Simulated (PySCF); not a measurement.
## Broadened absorption spectrum of C8H10O2S

Compound: C₈H₁₀O₂S.
Z-matrix (Å and degrees, PBE0-D3(BJ)/def2-SVP geometry), rows numbered from 1:
```
C 
S   1  1.7826
O   2  1.4602  1  108.19
O   2  1.4624  1  107.58  3  -131.47
C   2  1.8117  1  104.58  3   113.66
C   5  1.4941  2  113.59  1    56.43
C   6  1.3993  5  120.40  2  -109.52
C   7  1.3935  6  120.61  5   177.83
C   8  1.3936  7  119.97  6    -0.15
C   9  1.3952  8  119.74  7     0.06
C  10  1.3918  9  120.38  8    -0.04
H   1  1.0972  2  109.43  3   -51.65
H   1  1.0969  2  109.47  3  -174.80
H   1  1.0985  2  104.61  3    66.54
H   5  1.1016  2  101.59  1   178.51
H   5  1.0990  2  105.84  1   -68.39
H   7  1.0938  6  119.55  5    -2.41
H   8  1.0925  7  119.83  6   179.81
H   9  1.0925  8  120.13  7  -179.97
H  10  1.0925  9  120.03  8  -179.93
H  11  1.0918  6  119.32  5     0.70
```

The calculation used TDDFT PBE0/def2-SVPD, vertical, gas phase, core orbitals frozen in the response (PySCF).

Computed states:

```csv
state,E (eV),f
S1,5.32,0.0003
S2,5.80,0.135
S3,6.51,0.207
S4,6.54,0.171
S5,6.77,0.058
S6,6.80,0.014
S7,6.99,0.330
S8,7.04,0.045
S9,7.09,0.185
S10,7.21,0.071
```

Each state is given a Gaussian of 0.4 eV full width at half maximum, with ε(max) = 2.175×10⁸ f / Δν̃ (Δν̃ the width in cm⁻¹). The width is an assumption, not a result. The curve ends short of the highest state used, and states not computed would add to its high-energy end.

Question: What does the envelope look like, and where are its maxima?

Answer: 
(λ (nm), ε (L mol⁻¹ cm⁻¹)): (187.5, 27596), (190.8, 26724), (194.0, 19095), (197.3, 9612), (200.6, 4085), (203.9, 3233), (207.2, 5314), (210.4, 7938), (213.7, 9127), (217.0, 7966), (220.3, 5399), (223.6, 2909), (226.8, 1313), (230.1, 490), (233.4, 165), (236.7, 57), (240.0, 23), (243.2, 11), (246.5, 6), (249.8, 3), (253.1, 1), (256.4, 0), (259.6, 0), (262.9, 0)

Maxima: 214 nm (5.80 eV), ε about 9100, made up of S2 (100%); 189 nm (6.57 eV), ε about 28000, made up of S3 (47%) and S4 (41%) (ε in L mol⁻¹ cm⁻¹; maxima over ε = 5, shares over 10%).

Question: What would ε be at 6.57 eV, the highest of these maxima, with half the width (0.2 eV)?

Answer: About 44200 L mol⁻¹ cm⁻¹ against 28100, a factor of about 1.6; a lone state at its own centre would give exactly 2.

Question: On this curve, what absorbance would a 10⁻⁴ mol/L sample give at 248 nm over a 1 cm path?

Answer: 248 nm is 4.999 eV, where ε is about 4.1 L mol⁻¹ cm⁻¹, so A = ε c l ≈ 0.00041 (Beer–Lambert, with the gas-phase spectrum and the assumed width).

Question: Coming from long wavelengths, where does ε first pass 100 L mol⁻¹ cm⁻¹?

Answer: At about 235 nm (5.28 eV), 0.04 eV below S1.

One conformer stands for the species.
